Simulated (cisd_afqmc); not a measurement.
Input (AFQMC/CISD/cc-pVQZ; cisd_afqmc is a phaseless AFQMC code with CISD trial states that reads the integrals written by Ansatz):

Ansatz 0.2 input:
```python
import cisd_afqmc

open("ham.yaml", "w").write("""\
crystal:
  periodic: [false, false, false]
  atoms:
    - {symbol: Br, position_ang: [-0.00000000, -0.00000000, -1.15786779]}
    - {symbol: Br, position_ang: [0.00000000, 0.00000000, 1.15786779]}
basis:
  gaussian:
    orbitals: cc-pVQZ
magnetization: {spin_polarized: false}
correlation: {method: ccsd, electrons: outside_noble_gas, hamiltonian_folder: ham}
""")
rep = cisd_afqmc.ansatz("ham.yaml")
e_ccsd = rep["correlation"]["coupled_cluster"]["energy"]["hartree"]
out = cisd_afqmc.run("ham", e_ccsd, trial="CISD", walkers=1000, populations=1, threads=12, dt=0.005, steps=40, early=24, settle=10, least=100,
    cut=5e-5, rank_cut=2e-4, target=0.0004, seconds=1000, seed=4, memory=62639, gpu=True)
```

Output:

```
orbitals 108, occupied [7], factors 662 of 897, rank of the doubles 292 of 707
E(HF) = -5144.920968
E(CCSD) on the cut factors = -5145.305319, shift to the whole factors -0.000002
Energy of the trial state on the determinant = -5145.305328
  tau behind 7.2 of longer steps, mean of the populations' last blocks
   2.0  -5145.32445
   4.0  -5145.32481
   6.0  -5145.32376
   8.0  -5145.32550
  10.0  -5145.32428
  12.0  -5145.32458
  14.0  -5145.32439
  16.0  -5145.32569
  18.0  -5145.32450
  20.0  -5145.32515
  22.0  -5145.32325
blocks 100 (0 outliers left out), error by blocks joined: 1: 0.00013, 2: 0.00018, 4: 0.00022, 8: 0.00021
E(AFQMC/CISD) = -5145.32459 +/- 0.00022
```
